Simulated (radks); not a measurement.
Q: All-electron atom: Ti in [Ar] 3d2 4p2 (not the ground configuration). Calculated with a radial shooting solver on a logarithmic mesh with Libxc functionals: scalar-relativistic Kohn-Sham, PBE, spin-polarised, spherical densities, point nucleus; open shells are filled with parallel spins first. Some entries of the table are withheld. Estimate them.

| orbital | occ. | eigenvalue (Ry) | <r^2> (bohr^2) | <1/r> (bohr^-1) |
|---|---|---|---|---|
| 1s up | 1 | -358.0107 | 0.006513 | 21.80 |
| 1s down | 1 | -358.0091 | 0.006513 | 21.80 |
| 2s up | 1 | -39.63207 | 0.1250 | 4.546 |
| 2s down | 1 | -39.59001 | 0.1247 | 4.549 |
| 2p up | 3 | -32.81650 | 0.1038 | 4.448 |
| 2p down | 3 | -32.78264 | 0.1036 | 4.452 |
| 3s up | 1 | (1) | 1.170 | (2) |
| 3s down | 1 | (3) | 1.169 | (4) |
| 3p up | 3 | -3.07745 | 1.386 | 1.264 |
| 3p down | 3 | -2.93741 | 1.387 | 1.263 |
| 3d up | 2 | -0.51936 | 3.125 | 0.8902 |
| 4s up | 0 | -0.46447 | 12.75 | 0.3888 |
| 3d down | 0 | -0.37754 | 2.945 | 0.8976 |
| 4p up | 2 | -0.21576 | (5) | 0.2986 |

A: 
(1) 3s up eigenvalue (Ry): -4.82500
(2) 3s up <1/r> (bohr^-1): 1.396
(3) 3s down eigenvalue (Ry): -4.68510
(4) 3s down <1/r> (bohr^-1): 1.395
(5) 4p up <r^2> (bohr^2): 21.25
